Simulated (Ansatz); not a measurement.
```yaml
crystal:
  periodic: [false, false, false]
  atoms:
    - {symbol: C, position_ang: [-2.377817, 0.594967, -1.592454]}
    - {symbol: C, position_ang: [-2.173586, -0.215672, -0.320271]}
    - {symbol: C, position_ang: [-3.017266, -1.481527, -0.356252]}
    - {symbol: C, position_ang: [-0.705465, -0.563368, -0.081630]}
    - {symbol: C, position_ang: [0.194978, 0.643006, 0.129227]}
    - {symbol: C, position_ang: [1.652957, 0.352836, 0.516817]}
    - {symbol: C, position_ang: [2.338563, -0.492117, -0.553747]}
    - {symbol: C, position_ang: [2.380969, 1.689574, 0.634159]}
    - {symbol: C, position_ang: [1.728563, -0.366375, 1.861277]}
    - {symbol: H, position_ang: [-1.850889, 1.550542, -1.562116]}
    - {symbol: H, position_ang: [-1.714581, 0.339692, -2.463867]}
    - {symbol: H, position_ang: [-2.014581, 0.039692, -2.463867]}
    - {symbol: H, position_ang: [-2.512366, 0.393801, 0.528840]}
    - {symbol: H, position_ang: [-2.713348, -2.124539, -1.188738]}
    - {symbol: H, position_ang: [-2.909382, -2.059125, 0.565617]}
    - {symbol: H, position_ang: [-4.077681, -1.250704, -0.487038]}
    - {symbol: H, position_ang: [-0.650466, -1.220358, 0.792992]}
    - {symbol: H, position_ang: [-0.348512, -1.156391, -0.932597]}
    - {symbol: H, position_ang: [0.209175, 1.250783, -0.782422]}
    - {symbol: H, position_ang: [-0.243964, 1.278461, 0.909856]}
    - {symbol: H, position_ang: [3.397842, -0.626912, -0.317519]}
    - {symbol: H, position_ang: [2.273338, -0.011641, -1.534546]}
    - {symbol: H, position_ang: [1.890113, -1.484889, -0.634424]}
    - {symbol: H, position_ang: [1.914613, 2.325067, 1.392659]}
    - {symbol: H, position_ang: [2.361339, 2.231984, -0.315533]}
    - {symbol: H, position_ang: [3.427575, 1.543538, 0.915979]}
    - {symbol: H, position_ang: [1.225396, 0.209957, 2.643316]}
    - {symbol: H, position_ang: [2.770233, -0.502712, 2.165169]}
    - {symbol: H, position_ang: [1.267344, -1.355661, 1.821605]}
basis:
  gaussian: {orbitals: def2-mTZVPP}
hamiltonian: {xc: {name: r2SCAN}}
```

```sh
$ ansatz run in.yaml --threads 4 --pin off --events-out ev --progress --plain --max-ram 66560MiB --backend cuda --devices 0, --max-vram 37GiB
```

It prints (some lines left out):

```
Functional definition: r2SCAN
2816 factors; their error is unknown
mean field evaluation 1: about -9619.7730 eV, gradient 1.0e2 eV
mean field evaluation 2: about -9591.3715 eV, gradient 1.5e2 eV
mean field evaluation 4: about -9646.4444 eV, gradient 8.8e0 eV
mean field evaluation 8: about -9646.6288 eV, gradient 2.9e-1 eV
mean field evaluation 16: about -9646.5556 eV, gradient 7.3e-4 eV
mean field -9646.55557485 eV, -354.5043787057 hartree, gradient 1.9e-5 eV, S^2 0.000000; 0 other end points of the search recorded, 0 dependent functions left out
reference -9646.55558865 eV, -354.5043792126 hartree; 37, 37 occupied and 234, 234 virtual orbitals, 2816 factors
Total energy: -9646.55558865 eV, -354.5043792126 hartree
```

In this input one atom was put on top of another. Self-consistency was reached. The result belongs to that input, not to the molecule as meant.
